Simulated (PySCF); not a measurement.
Species: C3H6ClO2Si (doublet state).
Cartesian coordinates in Å at the GFN2-xTB level; atoms count from 1:
```
atom  x, y, z in Å
Cl1   -2.7447    0.9894    0.1014
C2    -1.1480    0.4131   -0.0104
C3    -0.9398   -1.0562    0.0303
O4     0.2885   -1.4433   -0.5176
Si5    1.6540   -0.6075   -0.1928
O6     1.1895    0.8420    0.3976
C7    -0.0522    1.4110    0.1126
H8    -1.7300   -1.5607   -0.5426
H9    -1.0008   -1.4362    1.0680
H10    2.3043   -0.5417   -1.4921
H11    2.4214   -1.1400    0.9211
H12   -0.2759    2.1249    0.9224
H13    0.0295    2.0056   -0.8156
```

The hyperfine couplings belong to this conformer and change with its torsions.

As a line formula: `Cl[C]1CO[SiH2]OC1` [radical].

Theory: PySCF, UKS B3LYP, pcH-1 on C Cl H O Si, non-relativistic, mean-field spin-orbit, GIAO. One conformer (not necessarily the lowest) at the GFN2-xTB geometry, without solvent, vibrations or thermal averaging. The geometry wasn't refined by DFT: couplings that depend on bond lengths, twists or pyramidal angles can differ widely from those at the functional's own minimum. No stability test was run, so a lower SCF solution isn't excluded.

Task: Match the computed a_iso(13C) values +118.5, -33.1 MHz (means over equivalent nuclei) with the sites C2; C3/C7.

Result: 
```tsv
site	a_iso (MHz)	ρ(0) (bohr⁻³)	position	distance from C2 (Å)	spin population	largest |T| (MHz)
C2	+118.5	+0.1050	largest spin population	0.00	+0.88	162.9
C3/C7	-33.1	-0.0295	1 bond from C2	1.49	-0.07	2.4
```

Task: Match the computed a_iso(1H) values +98.1, +0.3 MHz (means over equivalent nuclei) with the sites H8/H9/H12/H13; H10/H11.

Result: 
```json
{"site": "H8/H9/H12/H13", "a_iso (MHz)": "+98.1", "ρ(0) (bohr⁻³)": "+0.0220", "position": "β, 2 bonds from C2", "distance from C2 (Å)": "2.14", "bound to": "C3/C7", "spin population there": "-0.07", "largest |T| (MHz)": "8.6"}
{"site": "H10/H11", "a_iso (MHz)": "+0.3", "ρ(0) (bohr⁻³)": "+0.0001", "position": "4 bonds from C2", "distance from C2 (Å)": "3.94", "bound to": "Si5", "spin population there": "0.00", "largest |T| (MHz)": "2.1"}
```

ρ(0) is the spin density at the nucleus and T the dipolar tensor; a_iso includes a spin–orbit part; entries for several nuclei are means. The largest Mulliken spin populations are on C2 (+0.88), Cl1 (+0.07), C7 (-0.07) and C3 (-0.07). No atom but C2 exceeds +0.15. The angles at C2 add up to 359.0°, so it is planar.

Means are taken over nuclei equivalent by connectivity, which assumes that they swap fast. The 1H value of +98.1 MHz is a mean of couplings from 61.2 to 124.1 MHz in this one geometry, not an average over conformers. The 17O value of -3.2 MHz is a mean of couplings from -5.9 to -0.5 MHz in this one geometry, not an average over conformers.
